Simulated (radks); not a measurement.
Results of a calculation; reference values are marked as such.
How relativity changes the ionisation of the carbon ion C+ ([He] 2s2 2p1) to C2+ ([He] 2s2). Spin-unpolarised spherical Kohn-Sham, PBEsol, point nucleus unless stated (finite: rms radius 2.4702 fm), a radial shooting solver on a logarithmic mesh with Libxc functionals. A level marked "c x" has the speed of light scaled by that factor and shares open shells by 2j + 1; other Dirac levels either fill j = l - 1/2 first or share by 2j + 1.

| level | E(C+) (hartree) | E(C2+) (hartree) | IE (eV) | HOMO | <r> HOMO (bohr) |
|---|---|---|---|---|---|
| non-rel. | -37.18032 | -36.29753 | 24.022 | 2p | 1.506 |
| scalar-rel. | -37.19689 | -36.31422 | 24.019 | 2p | 1.506 |
| scalar-rel., finite nucleus | -37.19688 | -36.31422 | 24.019 | 2p | 1.506 |
| Dirac, 2j+1 shares | -37.19689 | -36.31422 | 24.019 | 2p3/2 | 1.507 |
| Dirac, low j first | -37.19717 | -36.31422 | 24.026 | 2p1/2 | 1.506 |
| Dirac, 2j+1 shares, finite nucleus | -37.19688 | -36.31422 | 24.019 | 2p3/2 | 1.507 |
| Dirac, c x 0.75 | -37.20979 | -36.32722 | 24.016 | 2p3/2 | 1.507 |
| Dirac, c x 1.5 | -37.18768 | -36.30495 | 24.020 | 2p3/2 | 1.506 |
| Dirac, c x 100 | -37.18032 | -36.29753 | 24.022 | 2p3/2 | 1.506 |

NIST Atomic Spectra Database: 24.383 eV (measured). The relativistic part of the total energy of C+ is -0.01656 hartree (Dirac, 2j+1 shares, finite nucleus), 0.045 % of the non-relativistic value. Spin polarisation and multiplet splitting of open shells are left out at every level.

Beside tabulated values, note that spin-unpolarised runs miss the spin-polarisation part of the exchange energy of open shells.
